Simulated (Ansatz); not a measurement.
Ansatz (a first-principles code) input (B3LYP-D3(BJ)/def2-TZVP):

Ansatz 0.2 input:
```yaml
crystal:
  periodic: [false, false, false]
  atoms:
    - {symbol: C, position_ang: [-1.56929673, 0.05829746, -0.02954209]}
    - {symbol: C, position_ang: [-0.14691904, 0.22911259, 0.49055404]}
    - {symbol: C, position_ang: [0.85519335, -0.45029750, -0.42818184]}
    - {symbol: S, position_ang: [2.56664862, -0.33208891, 0.20036007]}
    - {symbol: H, position_ang: [-1.83158870, -0.99567266, -0.08655763]}
    - {symbol: H, position_ang: [-2.27471726, 0.55339329, 0.63297023]}
    - {symbol: H, position_ang: [-1.66789386, 0.49084659, -1.02295230]}
    - {symbol: H, position_ang: [0.09081353, 1.29368929, 0.56353858]}
    - {symbol: H, position_ang: [-0.06405825, -0.20060737, 1.49094040]}
    - {symbol: H, position_ang: [0.83450498, -0.02192850, -1.43076351]}
    - {symbol: H, position_ang: [0.65905992, -1.52023782, -0.49641793]}
    - {symbol: H, position_ang: [2.63330126, 0.99776594, 0.18137176]}
basis:
  gaussian:
    orbitals: def2-TZVP
hamiltonian:
  xc: b3lyp
  dispersion: d3bj
relax: {f_tol: 0.002, max_steps: 150}
```

Output:

```
Functional definition: B3LYP
integrals: 0.09 GiB planned
1163 factors; their error is unknown
mean field: 0.86 GiB planned
mean field evaluation 1: about -14068.7158 eV, gradient 6.7e1 eV
mean field evaluation 2: about -14057.3602 eV, gradient 9.2e1 eV
mean field evaluation 4: about -14079.3459 eV, gradient 4.9e0 eV
mean field evaluation 8: about -14079.3978 eV, gradient 5.7e-2 eV
mean field evaluation 16: about -14079.3894 eV, gradient 3.3e-4 eV
mean field -14079.38940785 eV, -517.4080173855 hartree, gradient 2.4e-5 eV, S^2 0.000000; 0 other end points of the search recorded, 0 dependent functions left out
the calculation of the forces begins
reference -14079.38967775 eV, -517.4080273044 hartree; 21, 21 occupied and 157, 157 virtual orbitals, 1163 factors
relax step   1: F+E_penalty+E_count = -14079.79754972 eV  Δ(F+E_penalty+E_count) = +0.000e0 eV  max|allowed force component| = 3.750e-1 eV/Å  Δτ_max = 0.0000 Å  (28 SCF iters, accepted)
these checks for a lower state are left out or cut short: starts, cluster_reference, orbital_swaps, neighbouring_geometries, increment
integrals: 0.09 GiB planned
1163 factors; their error is unknown
mean field: 0.85 GiB planned
mean field -14079.40777666 eV, -517.4086924269 hartree, gradient 1.2e-5 eV, S^2 0.000000; 0 other end points of the search recorded, 0 dependent functions left out
the calculation of the forces begins
reference -14079.40804923 eV, -517.4087024437 hartree; 21, 21 occupied and 157, 157 virtual orbitals, 1163 factors
relax step   2: F+E_penalty+E_count = -14079.81200562 eV  Δ(F+E_penalty+E_count) = -1.446e-2 eV  max|allowed force component| = 1.314e-1 eV/Å  Δτ_max = 0.0589 Å  (30 SCF iters, accepted)
these checks for a lower state are left out or cut short: starts, cluster_reference, orbital_swaps, neighbouring_geometries, increment
integrals: 0.09 GiB planned
1163 factors; their error is unknown
mean field: 0.85 GiB planned
mean field evaluation 32: about -14079.4091 eV, gradient 1.2e-5 eV
mean field -14079.40913887 eV, -517.4087424873 hartree, gradient 1.2e-5 eV, S^2 0.000000; 0 other end points of the search recorded, 0 dependent functions left out
the calculation of the forces begins
reference -14079.40941160 eV, -517.4087525097 hartree; 21, 21 occupied and 157, 157 virtual orbitals, 1163 factors
relax step   3: F+E_penalty+E_count = -14079.81375665 eV  Δ(F+E_penalty+E_count) = -1.751e-3 eV  max|allowed force component| = 4.529e-2 eV/Å  Δτ_max = 0.0076 Å  (32 SCF iters, accepted)
these checks for a lower state are left out or cut short: starts, cluster_reference, orbital_swaps, neighbouring_geometries, increment
integrals: 0.09 GiB planned
1163 factors; their error is unknown
mean field: 0.85 GiB planned
mean field -14079.40920648 eV, -517.4087449718 hartree, gradient 1.2e-5 eV, S^2 0.000000; 0 other end points of the search recorded, 0 dependent functions left out
the calculation of the forces begins
reference -14079.40947931 eV, -517.4087549983 hartree; 21, 21 occupied and 157, 157 virtual orbitals, 1163 factors
relax step   4: F+E_penalty+E_count = -14079.81388170 eV  Δ(F+E_penalty+E_count) = -1.251e-4 eV  max|allowed force component| = 2.397e-2 eV/Å  Δτ_max = 0.0065 Å  (32 SCF iters, accepted)
these checks for a lower state are left out or cut short: starts, cluster_reference, orbital_swaps, neighbouring_geometries, increment
integrals: 0.09 GiB planned
1163 factors; their error is unknown
mean field: 0.85 GiB planned
mean field -14079.40918118 eV, -517.4087440422 hartree, gradient 1.2e-5 eV, S^2 0.000000; 0 other end points of the search recorded, 0 dependent functions left out
the calculation of the forces begins
reference -14079.40945400 eV, -517.4087540680 hartree; 21, 21 occupied and 157, 157 virtual orbitals, 1163 factors
relax step   5: F+E_penalty+E_count = -14079.81391479 eV  Δ(F+E_penalty+E_count) = -3.308e-5 eV  max|allowed force component| = 4.806e-3 eV/Å  Δτ_max = 0.0061 Å  (32 SCF iters, accepted)
these checks for a lower state are left out or cut short: starts, cluster_reference, orbital_swaps, neighbouring_geometries, increment
integrals: 0.09 GiB planned
1163 factors; their error is unknown
mean field: 0.85 GiB planned
mean field -14079.40921613 eV, -517.4087453265 hartree, gradient 1.2e-5 eV, S^2 0.000000; 0 other end points of the search recorded, 0 dependent functions left out
the calculation of the forces begins
reference -14079.40948900 eV, -517.4087553543 hartree; 21, 21 occupied and 157, 157 virtual orbitals, 1163 factors
relax step   6: F+E_penalty+E_count = -14079.81392128 eV  Δ(F+E_penalty+E_count) = -6.499e-6 eV  max|allowed force component| = 2.428e-3 eV/Å  Δτ_max = 0.0038 Å  (32 SCF iters, accepted)
these checks for a lower state are left out or cut short: starts, cluster_reference, orbital_swaps, neighbouring_geometries, increment
integrals: 0.09 GiB planned
1163 factors; their error is unknown
mean field: 0.85 GiB planned
mean field -14079.40921509 eV, -517.4087452881 hartree, gradient 1.2e-5 eV, S^2 0.000000; 0 other end points of the search recorded, 0 dependent functions left out
the calculation of the forces begins
reference -14079.40948795 eV, -517.4087553158 hartree; 21, 21 occupied and 157, 157 virtual orbitals, 1163 factors
relax step   7: F+E_penalty+E_count = -14079.81392191 eV  Δ(F+E_penalty+E_count) = -6.211e-7 eV  max|allowed force component| = 3.514e-4 eV/Å  Δτ_max = 0.0005 Å  (32 SCF iters, accepted)
integrals: 0.09 GiB planned
1163 factors; their error is unknown
mean field: 0.85 GiB planned
mean field evaluation 64: about -14079.4092 eV, gradient 2.7e-4 eV
mean field -14079.40921509 eV, -517.4087452881 hartree, gradient 1.2e-5 eV, S^2 0.000000; 1 other end points of the search recorded, 0 dependent functions left out
the calculation of the forces begins
reference -14079.40948795 eV, -517.4087553158 hartree; 21, 21 occupied and 157, 157 virtual orbitals, 1163 factors
Total energy: -14079.81419477 eV, -517.4236280171 hartree
Atom 0 at    -1.581067     0.058817    -0.032703 Å, force    -0.000062    -0.000010    -0.000108 eV/Å
Atom 1 at    -0.157142     0.225751     0.494431 Å, force    -0.000123    -0.000078    -0.000003 eV/Å
Atom 2 at     0.870892    -0.439256    -0.411628 Å, force    -0.000351     0.000039    -0.000007 eV/Å
Atom 3 at     2.592471    -0.339062     0.193839 Å, force     0.000086    -0.000106    -0.000024 eV/Å
Atom 4 at    -1.853626    -0.996756    -0.103827 Å, force    -0.000070     0.000072     0.000016 eV/Å
Atom 5 at    -2.302788     0.545110     0.625548 Å, force    -0.000032    -0.000088     0.000003 eV/Å
Atom 6 at    -1.689566     0.497107    -1.027536 Å, force     0.000092    -0.000042    -0.000013 eV/Å
Atom 7 at     0.081230     1.289317     0.585683 Å, force     0.000130     0.000121     0.000065 eV/Å
Atom 8 at    -0.072545    -0.195938     1.498436 Å, force     0.000066    -0.000060     0.000034 eV/Å
Atom 9 at     0.824372    -0.031919    -1.422474 Å, force     0.000167    -0.000048     0.000147 eV/Å
Atom 10 at     0.675805    -1.510857    -0.488920 Å, force     0.000051     0.000068     0.000001 eV/Å
Atom 11 at     2.697013     0.999959     0.154471 Å, force     0.000046     0.000133    -0.000111 eV/Å
Dipole moment:    -0.314040     0.142118    -0.081905 e Å
```
